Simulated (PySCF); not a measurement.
CHNO. Atoms are numbered in the order given.

```xyz
4

N     -0.1228    -1.1583     0.0000
C      0.0164     0.0449     0.0000
O      0.0159     1.2074     0.0000
H      0.6342    -1.8201     0.0000
```
Charge 0, spin multiplicity 1.

Coordinates come from a ωB97X-D3(BJ)/def2-TZVP optimisation.

The numbers are results of PySCF with CAM-B3LYP/def2-TZVPD, not measurements.

Symmetry labels are those of the subgroup Cs that the program uses (full group Cs).

Computed valence orbital energies around the gap with their symmetry:
| orbital | symmetry | energy (eV) |
|---|---|---|
| HOMO−7 | A' | -32.89 |
| HOMO−6 | A' | -28.23 |
| HOMO−5 | A' | -18.67 |
| HOMO−4 | A' | -16.16 |
| HOMO−3 | A" | -15.02 |
| HOMO−2 | A' | -14.86 |
| HOMO−1 | A' | -11.00 |
| HOMO | A" | -10.31 |
| LUMO | A' | 0.43 |
| LUMO+1 | A' | 1.13 |
| LUMO+2 | A' | 1.94 |
| LUMO+3 | A" | 2.33 |
